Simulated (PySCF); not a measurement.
CH13N3Si4.
Numbering: `[SiH3:1][CH2:2][SiH:3]1[NH:4][SiH2:5][NH:6][SiH2:7][NH:8]1` (hydrogens: H9, H10, H11 on Si1; H12, H13 on C2; H14 on Si3; H15 on N4; H16, H17 on Si5; H18 on N6; H19, H20 on Si7; H21 on N8)

Computed, not measured: PySCF, PBE0-D3(BJ)/def2-SVP geometry optimisation, gas phase.

Problem. What internal coordinates does the optimisation give?

Solution. 
| bond | length (bohr) | order |
| --- | --- | --- |
| Si1–C2 | 3.553 | single |
| C2–Si3 | 3.542 | single |
| Si3–N4, Si3–N8 | 3.304 | single |
| N4–Si5, Si7–N8 | 3.277 | single |
| Si5–N6, N6–Si7 | 3.295 | single |
| Si1–H9, Si1–H10, Si1–H11 | 2.827 | single |
| C2–H12, C2–H13 | 2.086 | single |
| Si3–H14 | 2.821 | single |
| N4–H15, N8–H21 | 1.919 | single |
| Si5–H16, Si7–H20 | 2.830 | single |
| Si5–H17, Si7–H19 | 2.833 | single |
| N6–H18 | 1.919 | single |

Bonds in one row agree within 0.02 bohr and their mean is given. Orders are formal, as drawn. A selection of angles:
| angle | degrees |
| --- | --- |
| Si1–C2–Si3 | 115.1 |
| C2–Si3–N4 | 108.6 |
| N4–Si3–N8 | 109.9 |
| Si3–N4–Si5 | 121.6 |
| N4–Si5–N6 | 104.8 |
| Si5–N6–Si7 | 129.2 |
| H15–N4–Si3 | 117.8 |
| H15–N4–Si5 | 118.8 |
| H18–N6–Si5 | 115.3 |
| H18–N6–Si7 | 115.5 |

Dihedral angles: Si1–C2–Si3–N4 -58° (synclinal); C2–Si3–N4–Si5 163° (antiperiplanar); Si3–N4–Si5–N6 -6° (synperiplanar); N4–Si5–N6–Si7 -42° (synclinal); Si5–N6–Si7–N8 40° (synclinal); N6–Si7–N8–Si3 9° (synperiplanar); C2–Si3–N8–Si7 -165° (antiperiplanar). The mirror-image conformer, all signs reversed, is as good.

Si3 (SiH silicon) is tetrahedral (angles from 108.6° to 110.6°). N6 (nitrogen bridging silicon atoms) is planar (angles 129.2°, 115.5° and 115.3°, sum 360.0°, 0.01 Å off the plane of its three neighbours). N4 (nitrogen bridging silicon atoms) is almost planar (angles 121.6°, 118.8° and 117.8°, sum 358.2°, 0.11 Å off the plane of its three neighbours). Si5 (SiH2 silicon) is distorted tetrahedral (angles from 104.8° to 115.5°). Of the pairs four or more bonds apart, Si1···H15 is among the closest relative to their van der Waals radii: 3.28 Å, 99 % of the sum of Bondi's values. The 6-membered ring Si3–N4–Si5–N6–Si7–N8 has internal angles of 104.8° to 129.2° (sum 692°, against 720° for a flat polygon); it is puckered, 0.25 Å rms from its mean plane, widest ring torsion 46°. Si1 (SiH3 silicon) is tetrahedral (angles from 108.0° to 111.4°).

Point group: near Cs, missed by 0.27 Å at most; the miss may be what the optimiser left on a soft mode. No frequency check. The numbers are those of one conformer.

Cost: about 9 min of CPU time on one thread; the machine was shared, so the figure is rough. That covers the optimisation of the geometry.
